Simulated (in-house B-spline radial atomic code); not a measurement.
Radial electron density of Ag IV (Ag3+), [Kr] 4d8. Method: non-relativistic PBE0, spin-polarised, spherical fractional occupations, exact exchange averaged over the configuration, point nucleus. Calculated with a radial B-spline atomic code at the basis-set limit.

Columns: r (bohr), 4πr²n(r) (electrons per bohr), bar.

```
 0.00138    1.531 #
 0.00168    2.206 #
 0.00205    3.172 ##
 0.00249     4.49 ###
 0.00303     6.32 ####
 0.00369    8.809 #####
 0.00449     12.1 #######
 0.00547    16.38 ##########
 0.00665    21.68 #############
  0.0081    28.08 #################
 0.00986    35.32 #####################
   0.012     42.9 #########################
  0.0146    49.99 #############################
  0.0178    55.58 #################################
  0.0216    58.45 ##################################
  0.0263    58.22 ##################################
   0.032    55.37 #################################
   0.039    51.93 ###############################
  0.0474    51.01 ##############################
  0.0577    54.99 ################################
  0.0702    63.46 #####################################
  0.0855    72.17 ##########################################
   0.104    74.81 ############################################
   0.127     68.3 ########################################
   0.154    57.54 ##################################
   0.188    51.21 ##############################
   0.228    54.27 ################################
   0.278    60.13 ###################################
   0.338    56.93 #################################
   0.411    41.98 #########################
   0.501    24.89 ###############
   0.609    16.83 ##########
   0.742    17.38 ##########
   0.903    18.62 ###########
     1.1    15.63 #########
    1.34    9.999 ######
    1.63    5.036 ###
    1.98    2.047 #
    2.41   0.6557 
    2.93     0.16 
    3.57  0.02631 
    4.34 0.002709
```

On this grid the curve has 4 maxima, near 0.0216, 0.104, 0.278, 0.903 bohr.

The 4p down radial function P(r) = rR(r), positive near the nucleus:

| r (bohr) | P |
| --- | --- |
| 0.00168 | 0.001304 |
| 0.00249 | 0.00281 |
| 0.00369 | 0.005998 |
| 0.00547 | 0.01264 |
| 0.0081 | 0.02604 |
| 0.012 | 0.0521 |
| 0.0178 | 0.09982 |
| 0.0263 | 0.1775 |
| 0.039 | 0.2855 |
| 0.0577 | 0.3855 |
| 0.0855 | 0.3776 |
| 0.127 | 0.1253 |
| 0.188 | -0.3427 |
| 0.278 | -0.6201 |
| 0.411 | -0.196 |
| 0.609 | 0.7201 |
| 0.903 | 1.147 |
| 1.34 | 0.7485 |
| 1.98 | 0.2361 |
| 2.93 | 0.03104 |
| 4.34 | 0.00119 |
